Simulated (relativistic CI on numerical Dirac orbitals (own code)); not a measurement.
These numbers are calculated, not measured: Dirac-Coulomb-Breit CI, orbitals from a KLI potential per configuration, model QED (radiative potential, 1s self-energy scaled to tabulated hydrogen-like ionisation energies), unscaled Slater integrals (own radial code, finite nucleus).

CI space (outside the closed core [Ne]): 3s2.3p6.3d10, 3s2.3p6.3d9.4s, 3s2.3p6.3d9.4p, 3s2.3p6.3d9.4d, 3s2.3p6.3d9.4f, 3s2.3p5.3d10.4s, 3s2.3p6.3d8.4s2, 3s2.3p5.3d10.4p, 3s2.3p6.3d8.4s.4p, 3s2.3p6.3d9.5s, 3s2.3p6.3d8.4p2, 3s2.3p6.3d9.5p, 3s2.3p5.3d10.4d, 3s2.3p6.3d8.4s.4d, 3s.3p6.3d10.4s, 3s2.3p6.3d9.5d, 3s2.3p6.3d8.4p.4d, 3s2.3p5.3d9.4s2, 3s.3p6.3d10.4p, 3s2.3p6.3d9.5f, 3s2.3p5.3d10.4f, 3s2.3p6.3d9.5g, 3s2.3p6.3d8.4d2, 3s2.3p5.3d9.4s.4p, 3s2.3p6.3d9.6s, 3s2.3p6.3d9.6p, 3s.3p6.3d10.4d, 3s2.3p5.3d9.4p2, 3s2.3p6.3d9.6d, 3s2.3p5.3d9.4s.4d, 3s.3p6.3d9.4s2, 3s2.3p5.3d10.5s, 3s2.3p5.3d9.4p.4d, 3s2.3p5.3d10.5p, 3s.3p6.3d9.4s.4p, 3s.3p6.3d10.4f. Levels of other configurations are missing.

At this charge energies of transitions that change n are usually good to better than 1 %, and those within a shell (Δn = 0) to a few per cent.

Outline of the computed level scheme of Cs XXVIII. Lowest level of each configuration: 3s2.3p6.3d10 1S_0 at 0.000 eV; 3s2.3p6.3d9.4s 3D_3 at 630.015 eV; 3s2.3p6.3d9.4p 3P°_2 at 684.760 eV; 3s2.3p6.3d9.4d 3S_1 at 790.799 eV; 3s2.3p6.3d9.4f 3P°_0 at 888.096 eV.

Some strong electric-dipole decays among the lowest 45 levels: 3s2.3p6.3d9.4p 1P°_1 → 3s2.3p6.3d10 1S_0 (2.7e+12 s⁻¹); 3s2.3p6.3d9.4p 3D°_1 → 3s2.3p6.3d10 1S_0 (5.1e+11 s⁻¹); 3s2.3p6.3d9.4p 3D°_1 → 3s2.3p6.3d10 1S_0 (3.8e+11 s⁻¹); 3s2.3p6.3d9.4d 3G_4 → 3s2.3p6.3d9.4p 3F°_3 (1.7e+11 s⁻¹); 3s2.3p6.3d9.4d 3G_3 → 3s2.3p6.3d9.4p 3F°_2 (1.6e+11 s⁻¹); 3s2.3p6.3d9.4d 3S_1 → 3s2.3p6.3d9.4p 3P°_2 (1.3e+11 s⁻¹); 3s2.3p6.3d9.4d 3D_2 → 3s2.3p6.3d9.4p 3P°_2 (1.3e+11 s⁻¹); 3s2.3p6.3d9.4d 3G_4 → 3s2.3p6.3d9.4p 3F°_3 (1.2e+11 s⁻¹).

LS names give the leading component of a level, which can be under half, so a name can repeat, a term be missing and a line seem to break the LS rules.
